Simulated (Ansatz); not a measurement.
CH4AlFSe (`C[Se][AlH][F]`), relaxed with RKS PBE-D4/def2-SVP in Ansatz 0.2.0 from a rough embedded geometry. The force threshold is 0.03 eV/Å; the program also tests the step.

Total charge 0; spin multiplicity 1.

Start:

```xyz
8

C    -0.928    0.277   -0.975
Se   -0.803    1.080    0.783
Al    1.154   -0.184    1.255
F     1.058   -1.909    2.027
H    -1.884    0.731   -1.466
H    -0.106    0.511   -1.602
H    -1.107   -0.830   -0.901
H     2.616    0.324    0.879
```

Task: By how much does the energy fall, and how many steps does the optimiser take? (Best estimate.)

Result: The calculation gave: 0.86 eV, in 20 steps, 2 of them rejected.

Task: Which bonds change most? (Estimate.)

Result: The calculation gave: Al3–F4 from 1.892 to 1.679 Å; Se2–Al3 from 2.377 to 2.307 Å; C1–H5 from 1.167 to 1.106 Å; C1–Se2 from 1.937 to 1.987 Å.

Task: Give the relaxed structure. (Best estimate.)

Result: Ansatz gave: 
```xyz
8

C    -0.928    0.300   -1.061
Se   -1.179   -0.212    0.842
Al    1.070   -0.374    1.329
F     1.522   -0.806    2.888
H    -1.423    1.276   -1.223
H     0.145    0.384   -1.320
H    -1.400   -0.474   -1.694
H     2.195   -0.094    0.240
```
